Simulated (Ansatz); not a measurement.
Computed with PBE0-D3(BJ)/def2-TZVP (Ansatz, a program for electronic structure). No frequencies were computed at this level.

Ansatz 0.2 input:
```yaml
crystal:
  periodic: [false, false, false]
  atoms:
    - { symbol: B, position_ang: [-0.232793, -0.004092, -0.285396] }
    - { symbol: I, position_ang: [1.832287, 0.032488, -0.067239] }
    - { symbol: H, position_ang: [-0.721552, -0.831004, -0.94679] }
    - { symbol: H, position_ang: [-0.877946, 0.802607, 0.256058] }
basis:
  gaussian: { orbitals: def2-tzvp }
hamiltonian:
  xc: pbe0
  dispersion: d3bj
relax:
  max_steps: 150
```

Output:

```
Functional definition: PBE0
675 factors; their error is unknown
mean field evaluation 1: about -8807.2143 eV, gradient 2.4e1 eV
mean field evaluation 2: about -8806.1060 eV, gradient 3.3e1 eV
mean field evaluation 4: about -8809.0808 eV, gradient 1.0e0 eV
mean field evaluation 8: about -8809.3562 eV, gradient 6.1e-2 eV
mean field -8809.35617033 eV, -323.7378680636 hartree, gradient 2.0e-5 eV, S^2 0.000000; 0 other end points of the search recorded, 0 dependent functions left out
reference -8809.35619513 eV, -323.7378689748 hartree; 16, 16 occupied and 77, 77 virtual orbitals, 675 factors
relax step   1: F+E_penalty+E_count = -8809.40790527 eV  Δ(F+E_penalty+E_count) = +0.000e0 eV  max|allowed force component| = 4.711e-1 eV/Å  Δτ_max = 0.0000 Å  (25 SCF iters, accepted)
these checks for a lower state are left out or cut short: starts, cluster_reference, orbital_swaps, neighbouring_geometries, increment
675 factors; their error is unknown
mean field evaluation 16: about -8809.0988 eV, gradient 2.1e0 eV
mean field -8809.37541104 eV, -323.7385751466 hartree, gradient 1.1e-5 eV, S^2 0.000000; 0 other end points of the search recorded, 0 dependent functions left out
reference -8809.37543591 eV, -323.7385760606 hartree; 16, 16 occupied and 77, 77 virtual orbitals, 675 factors
relax step   2: F+E_penalty+E_count = -8809.42707270 eV  Δ(F+E_penalty+E_count) = -1.917e-2 eV  max|allowed force component| = 1.110e-1 eV/Å  Δτ_max = 0.0261 Å  (30 SCF iters, accepted)
these checks for a lower state are left out or cut short: starts, cluster_reference, orbital_swaps, neighbouring_geometries, increment
675 factors; their error is unknown
mean field -8809.37635628 eV, -323.7386098837 hartree, gradient 1.1e-5 eV, S^2 0.000000; 0 other end points of the search recorded, 0 dependent functions left out
reference -8809.37638116 eV, -323.7386107978 hartree; 16, 16 occupied and 77, 77 virtual orbitals, 675 factors
relax step   3: F+E_penalty+E_count = -8809.42802809 eV  Δ(F+E_penalty+E_count) = -9.554e-4 eV  max|allowed force component| = 1.678e-2 eV/Å  Δτ_max = 0.0090 Å  (31 SCF iters, accepted)
these checks for a lower state are left out or cut short: starts, cluster_reference, orbital_swaps, neighbouring_geometries, increment
675 factors; their error is unknown
mean field evaluation 32: about -8809.3761 eV, gradient 7.1e-1 eV
mean field -8809.37638672 eV, -323.7386110023 hartree, gradient 1.1e-5 eV, S^2 0.000000; 0 other end points of the search recorded, 0 dependent functions left out
reference -8809.37641160 eV, -323.7386119164 hartree; 16, 16 occupied and 77, 77 virtual orbitals, 675 factors
relax step   4: F+E_penalty+E_count = -8809.42804820 eV  Δ(F+E_penalty+E_count) = -2.011e-5 eV  max|allowed force component| = 1.530e-3 eV/Å  Δτ_max = 0.0015 Å  (32 SCF iters, accepted)
675 factors; their error is unknown
mean field -8809.37638672 eV, -323.7386110023 hartree, gradient 1.1e-5 eV, S^2 0.000000; 1 other end points of the search recorded, 0 dependent functions left out
reference -8809.37641160 eV, -323.7386119164 hartree; 16, 16 occupied and 77, 77 virtual orbitals, 675 factors
Total energy: -8809.42807308 eV, -323.7405104409 hartree
Atom 0 at    -0.246861    -0.004388    -0.286939 Å, force    -0.000992     0.000003    -0.000034 eV/Å
Atom 1 at     1.840116     0.032710    -0.066349 Å, force    -0.001530    -0.000035    -0.000180 eV/Å
Atom 2 at    -0.715936    -0.858277    -0.966583 Å, force     0.001193     0.000789     0.000677 eV/Å
Atom 3 at    -0.877323     0.829954     0.276504 Å, force     0.001329    -0.000757    -0.000463 eV/Å
Dipole moment:    -0.080445    -0.001430    -0.008504 e Å
```

Cost: roughly 9 core-seconds.
